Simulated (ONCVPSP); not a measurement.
## iron (Fe), ONCV: configuration errors across variants

iron (Fe), optimised norm-conserving Vanderbilt (ONCV), made with ONCVPSP 4.0.1 (PBE, scalar-relativistic). Core [Ne] 3s2, reference 3p6 3d6 4s2. Waves: 4s: rc 2.35 bohr, ncon 5, nbas 10, qcut 2.3 1/bohr, 3 projectors, debl 0.6 Ha; 3p: rc 1.35 bohr, ncon 4, nbas 7, qcut 9.1 1/bohr, 1 projector; 3d: rc 1.55 bohr, ncon 4, nbas 8, qcut 12.4 1/bohr, 2 projectors, debl 3.8 Ha. Local part: polynomial inside 1.15 bohr (lpopt 5, dvloc0 0 Ha). Core correction: Teter function, fcfact 2.25, rcfact 1.55.

All-electron excitation energies from the reference (eV): (1) 3p6 3d6 4s1 8.729; (2) 3p6 3d6 4s0 24.932; (3) 3p6 3d5 4s0 59.155; (4) 3p6 3d6 4s1 4p1 4.105.

A true bound ghost makes a file unfit for plane-wave use even where its test errors are small: the radial tests pick states by their node count and pass the ghost by.

Errors AE − PS in meV (a dash: test not solved or not reliable):

```csv
change,(1),(2),(3),(4),bound ghosts,GHOST(+) flags above zero
base,-3.3,-14,+78,+0.9,s,s
"local potential polynomial inside 1.15 bohr (lpopt 5, dvloc0 -2 Ha)",-3.2,-13,–,+14,s,none
"local potential polynomial inside 1.15 bohr (lpopt 5, dvloc0 -1 Ha)",-3.3,-13,+79,+12,s,s
"local potential polynomial inside 1.15 bohr (lpopt 5, dvloc0 0.5 Ha)",-3.4,-14,+78,-3.1,s,s
"local potential polynomial inside 1.15 bohr (lpopt 5, dvloc0 4 Ha)",-3.4,-14,+77,-26,s,s
"local potential polynomial inside 1.15 bohr (lpopt 5, dvloc0 4.5 Ha)",-3.4,-14,+77,-29,s,s
"local potential polynomial inside 1.15 bohr (lpopt 5, dvloc0 6.5 Ha)",-3.5,-14,+76,-39,s,s
"local potential polynomial inside 1.15 bohr (lpopt 5, dvloc0 8 Ha)",-3.5,-14,+76,-46,s,s
"local potential polynomial inside 1.15 bohr (lpopt 5, dvloc0 9 Ha)",-3.5,-14,+76,-50,s,s
```

Question: Give the same row for: local potential polynomial inside 1.15 bohr (lpopt 5, dvloc0 2 Ha).

Answer: -3.4, -14, +78, -14; bound ghosts: s; GHOST(+) flags above zero: s.
